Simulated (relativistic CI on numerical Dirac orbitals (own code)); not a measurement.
# L2,3 absorption of manganese in several valence states

Computed multiplet spectra 2p⁶3dⁿ → 2p⁵3dⁿ⁺¹ (Dirac-Coulomb-Breit ions, Slater integrals scaled by 0.8, an assumed crystal field that grows with the charge, no charge transfer; 300 K; Lorentzian 0.4 eV and Gaussian 0.3 eV FWHM at both edges, so that L2 comes out sharper than in experiment). Peaks over 5 % are given in eV from the highest peak in the L3 region of each spectrum (height, largest 100). S of the lowest state is read from ⟨S²⟩, and the branching ratio is the share of L3, cut at the minimum between the edges.

Field parameters in Wybourne normalisation: Td as Oh with Dq negative (B⁴₀ = 21Dq, B⁴₄ = √(5/14) B⁴₀). The field is a parameter set, without covalency.

- Mn2+ (d5, Td, 10Dq = -6150 cm⁻¹): S = 2.50, high spin, branching ratio 0.76; peaks -1.6 (11), 0.0 (100), 1.3 (39), 3.8 (12), 9.8 (11), 10.5 (16), 12.2 (24)
- Mn3+ (d4, Td, 10Dq = -7950 cm⁻¹): S = 2.00, high spin, branching ratio 0.67; peaks -4.3 (6), -3.3 (9), 0.0 (100), 0.7 (92), 5.1 (8), 6.5 (29), 7.7 (24), 9.1 (20), 11.1 (39)
- Mn4+ (d3, Td, 10Dq = -9750 cm⁻¹): S = 1.50, branching ratio 0.62; peaks -2.4 (19), 0.0 (100), 0.5 (99), 1.2 (75), 2.0 (61), 3.6 (28), 7.2 (33), 8.2 (28), 9.2 (35), 10.8 (42), 11.7 (42)
- Mn5+ (d2, Td, 10Dq = -11550 cm⁻¹): S = 1.00, branching ratio 0.51; peaks -2.4 (12), 0.0 (100), 2.1 (14), 3.1 (26), 6.7 (12), 8.3 (43), 8.9 (35), 11.1 (61)

The centroid of the whole edge, which also moves with the branching ratio, lies at 645.3 (Mn2+), 648.3 (Mn3+), 652.4 (Mn4+), 657.8 (Mn5+) eV in this ionic model, in steps of 3.0 to 5.4 eV. Compounds show about 1 to 2 eV a unit and lower energies for the high valences, since ligands screen the charge. The multiplet shape follows the d count and the spin state, and so serves as a fingerprint of valence.
